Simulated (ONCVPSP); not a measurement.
# What one change does to a pseudopotential (oxygen, ONCV)

```
Element                 : O (Z = 8)
Generator               : ONCVPSP 4.0.1
Type                    : optimised norm-conserving Vanderbilt (ONCV)
Functional              : PBEsol
Relativity              : scalar-relativistic
Frozen core             : [He]
Valence charge          : 6
Reference configuration : 2s2 2p2 (charge +2)
Partial waves           : 2s: rc 0.85 bohr, ncon 4, nbas 7, qcut 8.7 1/bohr, 1 projector; 2p: rc 0.95 bohr, ncon 4, nbas 7, qcut 9.8 1/bohr, 2 projectors, debl 2.8 Ha; d scattering state at 0.11 Ha: rc 0.85 bohr, ncon 3, nbas 6, qcut 10.4 1/bohr, local
Local potential         : the d channel
Core correction         : Teter function, fcfact 4.75, rcfact 1.45
```

Change: p: rc 0.86.

Cutoffs: the cutoffs (Ha) at which the residual kinetic energy of the hardest occupied pseudo-wave falls to 1 and 0.1 mHa per electron; they do not see the model core or the augmentation charge, which bear on the density cutoff. Errors are all-electron minus pseudo energies relative to the spin-unpolarised reference configuration.

Question: How do hardness, ghosts and transferability respond?

Answer: The potential gets harder (55 Ha and 152 Ha → 105 Ha and 191 Ha); of the 4 tests that both files solve, the error grows in 0 and shrinks in 4 by more than 15 % and 0.3 meV (median size 36.2 → 26.3 meV); neither file shows a bound ghost. A smaller radius makes the pseudo-wave follow the all-electron one further in, where it bends more sharply, so more plane waves are needed. Less of the atom is replaced, so other configurations are described better.

| quantity | base | changed |
| --- | --- | --- |
| cutoff, loose | 55 Ha | 105 Ha |
| cutoff, tight | 152 Ha | 191 Ha |
| loose cutoff by channel | s 42 Ha, p 55 Ha | s 42 Ha, p 105 Ha |
| bound ghosts | none | none |
| GHOST(+) flags under 300 eV | none | none |
| error for 2s2 2p4, meV [ΔE -49.84 eV] | +41 | +30 |
| error for 2s2 2p3, meV [ΔE -33.48 eV] | +19 | +14 |
| error for 2s2 2p1, meV [ΔE 53.71 eV] | +45 | +32 |
| error for 2s2 2p3.5, meV [ΔE -43.58 eV] | +31 | +23 |
| s: phases at 0.86 bohr within 0.05 rad from the reference energy up to (Ha; the scan ends near 5) | to the end of the scan | to the end of the scan |
| d: phases at 0.86 bohr within 0.05 rad from the reference energy up to (Ha; the scan ends near 5) | to the end of the scan | to the end of the scan |
| rms error of d²Exc/dni dnj with the model core, mHa | 1.58 | 1.47 |
